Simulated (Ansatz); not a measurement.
Ansatz results at the PBE0-D4/def2-TZVP geometry: HOMO energy (B3LYP/def2-TZVPP) -7.60 eV; ideal-gas entropy at 298 K and 1 bar (rigid rotor, harmonic PBE0-D4/def2-TZVP) 311 J/(mol·K); HOMO–LUMO gap (ωB97M-V/def2-TZVPP) 11.71 eV.

Question: Which molecule gave them?
A. `B1NC[SiH2]1`
B. `C=NB[SiH3]`
C. `[SiH3]N1BC1`
D. `[SiH3]C1BN1`

Answer: C. The others give `B1NC[SiH2]1`: -7.25, 291, 11.06; `[SiH3]C1BN1`: -7.22, 314, 11.38; `C=NB[SiH3]`: -7.52, 323, 10.81.

B3LYP here is the variant with VWN-RPA as its local correlation; programs differ in this.
